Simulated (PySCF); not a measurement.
# Which basis set comes closest?

Molecule: SMILES O=C(Cl)c1cccs1, C$_{5}$H$_{3}$ClOS.

Geometry (Å), atoms numbered from 1 in this order:
```xyz
11

O     2.429    0.613    1.824
C     1.959   -0.047    0.954
Cl    2.895   -1.378    0.212
C     0.627    0.100    0.382
C     0.004   -0.601   -0.632
C    -1.304   -0.132   -0.885
C    -1.649    0.915   -0.060
S    -0.399    1.340    1.020
H     0.492   -1.421   -1.159
H    -1.970   -0.546   -1.642
H    -2.592    1.461   -0.040
```

Geometry PBE0-D3(BJ)/def2-SVP throughout; GIAO in PySCF 2.14, gas phase, one conformer, non-relativistic; equivalent atoms averaged; functional PBE0.

Reference values (estimated from measurements, as parent shift plus tabulated substituent increments; solution, not stated per compound (mostly CDCl3 or CCl4); Pretsch, Buehlmann, Badertscher, Structure Determination of Organic Compounds, 4th ed. (2009)): δ(H9) = 7.84 ppm, δ(H10) = 7.02 ppm, δ(H11) = 7.64 ppm. Computed shifts are taken against TMS, calculated as an isolated molecule at each level.

Question: How do the basis sets STO-3G, 6-31G, 6-31G*, 6-311+G(2d,p) perform against the reference? Times are CPU seconds on 1 thread of an Arm Neoverse V1, shared host.

Answer: 
```
    basis set  functions    H9   H10   H11  mean abs. error H  core-s
       STO-3G         51  7.22  6.59  7.17               0.51     4.5
        6-31G         86  8.03  7.25  7.70               0.16       9
       6-31G*        126  7.77  6.97  7.42               0.11      13
6-311+G(2d,p)        250  8.21  7.21  7.90               0.27      34
```

For $^{1}$H the closest is 6-31G* (0.11 ppm) and the furthest STO-3G (0.51 ppm). Where a smaller basis beats a larger one, errors probably cancel. One molecule is a small sample, and vibrational and solvent effects are absent from the calculation.

A small basis that lands close on one nucleus may do so by chance; judge by the trend and by all nuclei.
